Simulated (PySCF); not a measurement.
**Electron correlation in Ne⁺ (neon, charge +1)**

[He] 2s2 2p5, 2P determinant. All numbers are calculated (PySCF 2.14, scalar relativity by spin-free X2C-1e, in x2c-SVPall (3s2p1d, 14 functions)). Frozen: 1s2; 7 electrons correlated.

MP2 pair energies summed by pair of shells (mhartree):

```tsv
pair	energy	share (%)
2p-2p	-85.01	65.3
2s-2p	-38.30	29.4
2s-2s	-6.92	5.3
```

Total MP2 correlation energy: -130.23 mhartree.

Same-spin part -33.00 and opposite-spin part -97.23 mhartree; SCS-MP2 scales them by 1/3 and 6/5 to -127.68 mhartree.

```
  level  correlation energy (mhartree)
   CCSD                        -140.86
    (T)                          -1.06
CCSD(T)                        -141.92
```

Diagnostics: T1 = 0.0037, D1 = 0.0059, largest double amplitude 0.038.

Cost of the coupled-cluster step: 0.06 s of wall time on 1 thread of Neoverse-V2 (shared host), for 7 correlated electrons.
